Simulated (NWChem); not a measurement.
System: CHBrCl2; SMILES ClC(Cl)Br

Output (shortened):

```
             Northwest Computational Chemistry Package (NWChem) 7.3.0
             --------------------------------------------------------

                             Geometry "geometry" -> ""
                             -------------------------

 Output coordinates in angstroms (scale by  1.889725989 to convert to a.u.)

  No.       Tag          Charge          X              Y              Z
 ---- ---------------- ---------- -------------- -------------- --------------
    1 Cl                  17.0000    -0.07810700     1.32470800    -1.47488700
    2 C                    6.0000     0.48327400     0.49680500     0.00000000
    3 Cl                  17.0000    -0.07810700     1.32470800     1.47488700
    4 Br                  35.0000    -0.03395300    -1.40036600     0.00000000
    5 H                    1.0000     1.56804500     0.51328300     0.00000000

 Effective nuclear repulsion energy (a.u.)     390.1305237744

  pbe96 is a nonlocal functional; adding pw91lda local functional.
                              NWChem Property Module
                              ----------------------

  itol2e modified to match energy
  convergence criterion.

                                 NWChem DFT Module
                                 -----------------

 Summary of "ao basis" -> "ao basis" (spherical)
 ------------------------------------------------------------------------------
       Tag                 Description            Shells   Functions and Types
 ---------------- ------------------------------  ------  ---------------------
 Cl                         pcsseg-1                10       24   4s5p1d
 C                          pcsseg-1                 7       17   3s3p1d
 Br                         pcsseg-1                15       41   5s7p3d
 H                          pcsseg-1                 3        5   2s1p

  itol2e modified to match energy
  convergence criterion.

[...]

          -----------------------------------------
          Chemical Shielding Tensors (GIAO, in ppm)
          -----------------------------------------

                                NWChem CPHF Module
                                ------------------

  scftype          =     RHF
  nclosed          =       38
  nopen            =        0
  variables        =     2774
  # of vectors     =        3
  tolerance        = 0.10D-03
  level shift      = 0.00D+00
  max iterations   =       50
  max subspace     =       30

 SCF residual:    3.3979687553064295E-005

Iterative solution of linear equations
  No. of variables     2774
  No. of equations        3
  Maximum subspace       30
        Iterations       50
       Convergence  1.0D-04

   iter   nsub   residual    time
   ----  ------  --------  ---------
     1      3    2.44D-05      73.9

      Atom:    1  Cl
        Diamagnetic
   1139.9826     -1.5605      2.7426
     -1.5605   1145.2114     -6.4278
      2.7426     -6.4278   1151.2683

        Paramagnetic
  -1050.1500    -74.1052    100.8673
    -74.1052   -608.7804   -202.6276
    100.8673   -202.6276   -388.9219

        Total Shielding Tensor
     89.8325    -75.6656    103.6099
    -75.6656    536.4310   -209.0554
    103.6099   -209.0554    762.3464

           isotropic =     462.8700
          anisotropy =     666.1739

          Principal Components and Axis System
                 1           2           3
              906.9860    412.1665     69.4575

      1         0.1545     -0.0334      0.9874
      2        -0.5092      0.8538      0.1086
      3         0.8467      0.5196     -0.1149

      Atom:    2  C
        Diamagnetic
    237.6045      0.1873      0.0000
      0.1873    256.7640      0.0000
      0.0000      0.0000    253.1571

        Paramagnetic
   -221.9204      0.8259      0.0000
      0.8259   -168.6986     -0.0000
      0.0000     -0.0000   -167.4994

        Total Shielding Tensor
     15.6840      1.0132      0.0000
      1.0132     88.0654     -0.0000
      0.0000     -0.0000     85.6577

           isotropic =      63.1357
          anisotropy =      37.4158

          Principal Components and Axis System
                 1           2           3
               88.0796     85.6577     15.6698

      1         0.0140      0.0000      0.9999
      2         0.9999     -0.0000     -0.0140
      3         0.0000      1.0000     -0.0000

      Atom:    3  Br
        Diamagnetic
   3115.3134      3.5479      0.0000
      3.5479   3131.3753     -0.0000
      0.0000     -0.0000   3115.5045

        Paramagnetic
  -2804.6040    443.5283     -0.0000
    443.5283   -438.3464     -0.0000
     -0.0000     -0.0000  -2114.5922

        Total Shielding Tensor
    310.7095    447.0762     -0.0000
    447.0762   2693.0289     -0.0000
     -0.0000     -0.0000   1000.9123

           isotropic =    1334.8836
          anisotropy =    2158.9234

          Principal Components and Axis System
                 1           2           3
             2774.1658   1000.9123    229.5726

      1         0.1786     -0.0000      0.9839
      2         0.9839      0.0000     -0.1786
      3        -0.0000      1.0000      0.0000

      Atom:    4  H
        Diamagnetic
     39.1361      1.3782     -0.0000
      1.3782     24.0409      0.0000
     -0.0000      0.0000     22.4008

        Paramagnetic
    -13.4255     -0.1668      0.0000
     -0.1668     -0.9066     -0.0000
      0.0000     -0.0000     -1.2157

[...]
```

Level: PBE/pcSseg-1, GIAO. Structure relaxed at the B3LYP/6-31G* (spherical d) level. The output numbers the shielded atoms by their place in the input's list. The printed shielding anisotropy is the first printed principal value minus the mean of the other two.

Problem. Reconstruct the input file.

Solution. This is not unique; one that fits is the input that was run:
```
start job
memory heap 200 mb stack 900 mb global 1100 mb
geometry units angstroms noautosym nocenter noautoz
  Cl    -0.078107     1.324708    -1.474887
  C      0.483274     0.496805     0.000000
  Cl    -0.078107     1.324708     1.474887
  Br    -0.033953    -1.400366     0.000000
  H      1.568045     0.513283     0.000000
end
basis spherical
  * library pcsseg-1
end
dft
  xc xpbe96 cpbe96
  iterations 150
end
property
  shielding 4 1 2 4 5
end
task dft property
```
